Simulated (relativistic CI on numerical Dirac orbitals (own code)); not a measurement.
# Cr2+ in a cubic cluster: L2,3 absorption with charge transfer

Computed with a charge-transfer multiplet model of a cubic metal-ligand cluster with up to one ligand hole, Slater and spin-orbit integrals from Dirac-Coulomb-Breit ions, Slater integrals scaled by 0.8. The parameters are those of a tetrahedral site (10Dq negative, t2 hopping the larger). The ground state mixes d4 with configurations of k ligand holes L, whose averages lie at kΔ + k(k − 1)U_dd/2; a core hole lowers each added d electron by U_cd. 300 K, Lorentzian 0.4 eV and Gaussian 0.3 eV FWHM.

Atomic integrals in eV (Slater integrals scaled, ζ unscaled), ground: F2dd 7.675, F4dd 4.768, zeta_d 0.027; with the core hole: F2dd 8.366, F4dd 5.204, zeta_d 0.040, zeta_core 5.624, F2cd 4.703, G1cd 3.430, G3cd 1.946.

Cluster parameters (eV): U_dd = 5.4, U_cd = 6.6, 10Dq = -0.3, 10Dq(ligand) = 0, V(eg) = 1.3, V(t2g) = -2.21, final-state hopping factor = 0.9.

| Case | n_d | d4 | d5L | S |
| --- | --- | --- | --- | --- |
| Δ = 4.3 eV | 4.29 | 0.71 | 0.29 | 2.00 |
| Δ = 5.3 eV | 4.25 | 0.75 | 0.25 | 2.00 |
| Δ = 6.3 eV | 4.22 | 0.78 | 0.22 | 2.00 |

Weights, n_d and S are thermal averages at 300 K. Photon energies count from the first peak over 30 % of the highest in each spectrum, which can be another peak from case to case. The parameters are a model scan and need not match a compound or its usual spin state. Peaks in eV (height, largest 100):
- Δ = 4.3 eV: -3.1 (5), 0.0 (100), 0.8 (93), 4.6 (9), 5.8 (17), 6.9 (20), 8.1 (18), 9.5 (36), 9.7 (36)
- Δ = 5.3 eV: -3.2 (6), -2.4 (8), 0.0 (100), 0.8 (90), 5.7 (18), 6.8 (19), 7.9 (19), 9.7 (37)
- Δ = 6.3 eV: -3.3 (6), -2.5 (8), 0.0 (100), 0.7 (89), 5.4 (20), 6.7 (18), 7.8 (20), 9.7 (36)

For the case Δ = 6.3 eV, Δ = 6.3 eV is larger than U_dd = 5.4 eV, the Mott-Hubbard side of the Zaanen-Sawatzky-Allen scheme. With the core hole the configuration with one ligand hole lies at Δ + U_dd − U_cd = 3.1, 4.1, 5.1 eV from the one without, in the order of the table; where this is negative the screened configuration lies lower, though the effective hopping of about 4.2 eV (from the holes of the mixed ground state) mixes the two strongly wherever it is as large as the gap.

With at most 1 ligand hole the space is cut while the next configuration still counts, so covalency is underestimated, and a final configuration with one more ligand hole, which can lie low, is missing from the spectra.
